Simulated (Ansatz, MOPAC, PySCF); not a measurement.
Dimer: C2H2 (SMILES C#C) (first 4 atoms) with CH3I (SMILES CI); geometry from B3LYP-D3(BJ)/def2-TZVP, rigid monomers moved along the line of their centres of mass till C1···H8 is 3.03 Å.
(charge 0, multiplicity 1):
```xyz
9

C     -0.367    -0.094     0.767
C     -0.263    -1.055     0.059
H     -0.448     0.750     1.409
H     -0.176    -1.902    -0.576
C      1.692    -0.702     4.144
I      0.980     1.265     4.674
H      1.331    -1.388     4.902
H      1.288    -0.935     3.166
H      2.775    -0.657     4.131
```

Monomers are frozen at their geometry in the pair; levels with a basis set take the counterpoise correction.

Correlated levels freeze the cores. Filled d and f shells under p-block atoms count as core. The state that PM3 reach isn't checked.

Programs: Ansatz (a program for electronic structure); MOPAC for PM3 (differences of heats of formation); PySCF for the dispersion terms. Each number belongs to the level named beside it. In def2 rows elements past Kr take small-core potentials, without spin–orbit coupling.

```
level                      interaction energy (kJ/mol)
-------------------------  ---------------------------
PM3                                                0.4
HF/def2-SVPD                                      -3.0
PBE/def2-TZVPPD                                      ?
r2SCAN-D3(BJ)/def2-TZVPPD                         -7.8
PBE0-D4/def2-TZVPPD                                  ?
wB97X-V/def2-TZVPPD                               -7.9
MP2/def2-TZVPPD                                   -7.6
SCS-MP2/def2-TZVPPD                               -6.2
CCSD(T)/def2-SVPD                                 -6.4
```

Problem. Fill in the missing entries.

Solution. 
- PBE/def2-TZVPPD, interaction energy (kJ/mol): -5.7
- PBE0-D4/def2-TZVPPD, interaction energy (kJ/mol): -8.8
